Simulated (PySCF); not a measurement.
## Spinor energies of Hf⁴²⁺ (hafnium, charge +42)

Start: [Ar] 3d10 4s2. Calculated with PySCF 2.14 in an even-tempered Gaussian basis (16 s from 5.3 bohr⁻², ratio 2.8; 13 p from 6.9 bohr⁻², ratio 2.8; 8 d from 12 bohr⁻², ratio 2.8; 4 f from 28 bohr⁻², ratio 3): generalised Hartree-Fock with the X2C-1e Hamiltonian and a Gaussian nucleus; one run each with spin-orbit coupling (SO) switched off, then screened by Boettger's factors.

| spinor shell | electrons | ε, spin-free (eV) | ε, screened SO (eV) | weight of nominal j (screened SO) | rms radius, screened SO (bohr) |
| --- | --- | --- | --- | --- | --- |
| 1s1/2 | 2 | -67724.3 | -67707.4 | 1.000 | 0.0215 |
| 2s1/2 | 2 | -13366.3 | -13361.3 | 1.000 | 0.0867 |
| 2p1/2 | 2 | -11984.4 | -12837.4 | 1.000 | 0.0738 |
| 2p3/2 | 4 | -11984.4 | -11635.6 | 1.000 | 0.0810 |
| 3s1/2 | 2 | -4541.1 | -4539.7 | 1.000 | 0.220 |
| 3p1/2 | 2 | -4117.5 | -4310.8 | 1.000 | 0.210 |
| 3p3/2 | 4 | -4117.5 | -4037.5 | 1.000 | 0.224 |
| 3d3/2 | 4 | -3633.1 | -3668.4 | 1.000 | 0.196 |
| 3d5/2 | 6 | -3633.1 | -3608.9 | 1.000 | 0.200 |
| 4s1/2 | 2 | -2146.3 | -2146.0 | 1.000 | 0.459 |

```
   quantity     spin-free   screened SO
E (hartree)  -13912.50807  -13927.77394
        M_J             0             0
       ⟨J²⟩         0.000         0.000
       ⟨L²⟩         0.000         0.055
       ⟨S²⟩         0.000         0.055
```

Breit and QED terms are absent; they matter most for the inner s and p1/2 levels.

Densities and radii are taken from the X2C orbitals without a picture-change correction, which distorts them close to the nucleus.

Without spin-orbit coupling the j labels of p, d and f shells carry no meaning; the spin-free column gives the mean over the occupied spinors of each nl shell.
